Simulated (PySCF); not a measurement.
**Telling isomers of C$_{10}$H$_{6}$ClF apart by NMR**

Method: structure optimised with GFN2-xTB, NMR shieldings at PBE0/pcSseg-1/GIAO, in PySCF (non-relativistic Hamiltonian, a single conformation, isolated molecule, equivalent nuclei averaged).

Shifts are taken against calculated references (same method and geometry level): TMS for 1H (31.72 ppm) and 13C (186.93 ppm). Splittings of carbon signals by F and P are missing where no couplings were computed. Where no couplings were computed, multiplicities follow the n + 1 count of equivalent neighbours, and m marks all less simple cases (inequivalent or close neighbours, rings, F or P nearby). Shifts are as computed. Against solution values, carbons near 30 ppm lie about +3 ppm off and those near 130 ppm about +5 ppm; carbons on Cl a further +6 ppm. Of 1211 compounds with measured shifts, 218 miss one by over three times the rms of a fit or turn the order of signals round; such compounds aren't used in these exercises. Carbons bonded to Cl come out too deshielded.

(1) Tabulate the signals of `Fc1cc2ccccc2cc1Cl`, `Fc1ccc(Cl)c2ccccc12` and their relative energies.

(2) What is the quickest way to tell Fc1cc2ccccc2cc1Cl from Fc1ccc(Cl)c2ccccc12?

## Answers

(1) 
```json
{"SMILES": "Fc1cc2ccccc2cc1Cl", "carbon types": "4×C 6×CH", "δC": "166.2, 136.5, 136.2, 134.2, 133.2, 133.1, 133.0, 132.8, 131.7, 119.0", "δH": "8.20 (m, 1H), 8.07 (d, 1H), 8.07 (d, 1H), 7.88 (m, 1H), 7.86 (m, 1H), 7.84 (m, 1H)", "E rel. (kcal/mol)": "1.8"}
{"SMILES": "Fc1ccc(Cl)c2ccccc12", "carbon types": "4×C 6×CH", "δC": "167.8, 137.5, 135.3, 133.7, 132.3, 132.0, 130.8, 128.2, 127.4, 115.6", "δH": "8.71 (d, 1H), 8.55 (m, 1H), 8.04 (m, 1H), 8.00 (m, 1H), 7.88 (m, 1H), 7.49 (m, 1H)", "E rel. (kcal/mol)": "0.0"}
```

Energies are electronic energies at PBE0/pcSseg-1 on these geometries, without zero-point or thermal terms, each for the one conformer computed, which needn't be the lowest.

(2) Both give the same number of carbon signals, with the same numbers of each carbon type, so the positions decide. The first has an aromatic CH at 119.0 ppm, the second a ring-fusion aromatic carbon (C) at 128.2 ppm. Their most deshielded carbons lie at 166.2 and 167.8 ppm. In the proton spectra the most deshielded non-exchanging signals are 8.20 (m, 1H) and 8.71 (d, 1H).
